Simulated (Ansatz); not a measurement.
Input for Ansatz (a quantum-chemistry and plane-wave program): R-wB97X-V/def2-TZVPP on C5H12 (SMILES CCCCC), a point of a torsion scan.

Ansatz 0.2 input:
```yaml
crystal:
  periodic: [false, false, false]
  atoms:
    - {symbol: C, position_ang: [2.32425058, 0.71222537, 0.43368967]}
    - {symbol: C, position_ang: [1.00122663, 0.00173804, 0.69448196]}
    - {symbol: C, position_ang: [0.12683274, -0.13066564, -0.55382521]}
    - {symbol: C, position_ang: [0.75780110, -0.91595715, -1.70474367]}
    - {symbol: C, position_ang: [1.05806804, -2.36724412, -1.34858934]}
    - {symbol: H, position_ang: [2.96585504, 0.12087074, -0.21414975]}
    - {symbol: H, position_ang: [2.85282442, 0.87920830, 1.36982736]}
    - {symbol: H, position_ang: [2.15175532, 1.67710598, -0.03894999]}
    - {symbol: H, position_ang: [1.19705741, -0.98688602, 1.11325145]}
    - {symbol: H, position_ang: [0.43860234, 0.56522242, 1.44314910]}
    - {symbol: H, position_ang: [-0.81035329, -0.61660221, -0.27026509]}
    - {symbol: H, position_ang: [-0.11887294, 0.87174512, -0.91467306]}
    - {symbol: H, position_ang: [0.06317341, -0.89653931, -2.54849623]}
    - {symbol: H, position_ang: [1.67516262, -0.42256326, -2.02924900]}
    - {symbol: H, position_ang: [1.40963510, -2.90626257, -2.22577270]}
    - {symbol: H, position_ang: [1.82682741, -2.43139829, -0.58295752]}
    - {symbol: H, position_ang: [0.16188994, -2.86159231, -0.97913947]}
basis:
  gaussian:
    orbitals: def2-TZVPP
hamiltonian:
  xc: {name: wB97X-V}
scf: {lower_state_search: off}
```

The head of its log:

```
WARN ansatz: RAYON_NUM_THREADS=2 ignored (pool sized by the plan → 2); use --threads N
Functional definition: wB97X-V
these checks for a lower state are left out or cut short: stability, starts, cluster_reference, orbital_swaps, neighbouring_geometries, increment
integrals: 0.38 GiB planned
1608 factors; their error is unknown
integrals: 0.41 GiB planned
447 factors; integrals over basis functions are off by at most 8.4e-6 eV
mean field: 3.23 GiB planned
mean field evaluation 1: about -5375.7084 eV, gradient 5.2e1 eV
mean field evaluation 2: about -5378.6162 eV, gradient 3.8e1 eV
```

Problem. What total energy does the run end on?

Solution. -197.7823 hartree.
